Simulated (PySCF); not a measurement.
4-(methylthio)aniline (SMILES CSc1ccc(N)cc1)

Molfile (atoms numbered from 1):
```
C7H9NS
     RDKit          3D

 18 18  0  0  0  0  0  0  0  0999 V2000
    3.4635   -0.3121   -0.5641 C   0  0  0  0  0  0  0  0  0  0  0  0
    2.5239   -0.1913    0.9625 S   0  0  0  0  0  0  0  0  0  0  0  0
    0.8598   -0.0175    0.3930 C   0  0  0  0  0  0  0  0  0  0  0  0
    0.4642   -0.0318   -0.9475 C   0  0  0  0  0  0  0  0  0  0  0  0
   -0.8765    0.1082   -1.2981 C   0  0  0  0  0  0  0  0  0  0  0  0
   -1.8719    0.2675   -0.3245 C   0  0  0  0  0  0  0  0  0  0  0  0
   -3.1979    0.4594   -0.6735 N   0  0  0  0  0  0  0  0  0  0  0  0
   -1.4677    0.2810    1.0219 C   0  0  0  0  0  0  0  0  0  0  0  0
   -0.1327    0.1419    1.3711 C   0  0  0  0  0  0  0  0  0  0  0  0
    3.3543    0.5901   -1.1845 H   0  0  0  0  0  0  0  0  0  0  0  0
    4.5155   -0.4050   -0.2614 H   0  0  0  0  0  0  0  0  0  0  0  0
    3.1871   -1.2029   -1.1481 H   0  0  0  0  0  0  0  0  0  0  0  0
    1.1984   -0.1558   -1.7446 H   0  0  0  0  0  0  0  0  0  0  0  0
   -1.1553    0.0968   -2.3555 H   0  0  0  0  0  0  0  0  0  0  0  0
   -3.8779    0.2263    0.0385 H   0  0  0  0  0  0  0  0  0  0  0  0
   -3.4652    0.1191   -1.5881 H   0  0  0  0  0  0  0  0  0  0  0  0
   -2.2176    0.4083    1.8076 H   0  0  0  0  0  0  0  0  0  0  0  0
    0.1483    0.1568    2.4276 H   0  0  0  0  0  0  0  0  0  0  0  0
  1  2  1  0
  2  3  1  0
  3  4  1  0
  4  5  2  0
  5  6  1  0
  6  7  1  0
  6  8  2  0
  8  9  1  0
  9  3  2  0
  1 10  1  0
  1 11  1  0
  1 12  1  0
  4 13  1  0
  5 14  1  0
  7 15  1  0
  7 16  1  0
  8 17  1  0
  9 18  1  0
M  END
```

Computed with quadratic response CAM-B3LYP/aug-cc-pVDZ first hyperpolarisability, Taylor convention, gas phase in PySCF. Geometry: PBE0-D3(BJ)/def2-SVP.

(1) Give the tensor of the second harmonic β(−2ω;ω,ω) at 1907 nm in the axes of these coordinates.

Answers

(1) In au, Taylor convention; rows are the first index (the induced dipole):
```csv
,xx,yy,zz,xy,xz,yz
x,-10.9,-23.3,-34.9,+3.1,-32.4,+1.3
y,+3.1,+10.5,+10.0,-21.4,+1.2,-29.6
z,-29.7,-29.6,-6.2,+0.9,-33.2,+10.0
```
Norm of βᵢ = ⅓ Σⱼ (βᵢⱼⱼ + βⱼᵢⱼ + βⱼⱼᵢ): 97.6 au, hyper-Rayleigh value 42.3 au.
